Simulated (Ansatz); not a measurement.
Geometry optimisation, RKS PBE0-D4/def2-SVP (Ansatz).

Input file:

```yaml
crystal:
  periodic: [false, false, false]
  atoms:
    - { symbol: Sn, position_ang: [0.0, 0.0, 0.0] }
    - { symbol: Cl, position_ang: [0.0, 0.0, 2.41] }
    - { symbol: H, position_ang: [1.6408, 0.0, -0.5794] }
    - { symbol: O, position_ang: [-0.9232, 1.5994, -0.6527] }
    - { symbol: H, position_ang: [-1.881, 1.3686, -0.8751] }
    - { symbol: Cl, position_ang: [-1.1351, -1.9666, -0.8025] }
basis:
  gaussian: { orbitals: def2-SVP }
hamiltonian:
  xc: pbe0
  dispersion: d4
relax:
  f_tol: 0.02
  max_steps: 40
```

Run as:

```bash
$ ansatz run input.yaml --threads 1 --pin off --max-ram 2048MiB --backend cpu --events-out ev --progress --plain --runs-dir out
```

Q: Where does it end, and by what steps?

A: The run converged. The force dipped under the threshold on the way, but the program's further checks kept it going. After 8 steps the energy has fallen by 0.167 eV; H5 moved furthest, 0.35 Å.

```
step  energy less start (eV)  largest force component (eV/Å)  accepted
   0                  0.0000                           2.037       yes
   1                 -0.0996                           1.568       yes
   2                 -0.1457                           1.130       yes
   3                 -0.1421                           0.274        no
   4                 -0.1595                           0.703       yes
   5                 -0.1661                           0.015       yes
   6                 -0.1665                           0.025       yes
   7                 -0.1665                           0.039       yes
   8                 -0.1665                           0.006       yes
```

```xyz
6
Properties=species:S:1:pos:R:3
Sn 0.035 -0.046 -0.062
Cl -0.168 0.027 2.265
H 1.650 0.014 -0.573
O -0.922 1.489 -0.823
H -1.851 1.524 -0.564
Cl -1.042 -2.006 -0.742
```

Run time: 47 s on 1 thread of Intel(R) Xeon(R) Platinum 8259CL CPU @ 2.50GHz (Skylake/Cascade Lake), with other jobs on the host, peak memory 0.21 GiB.
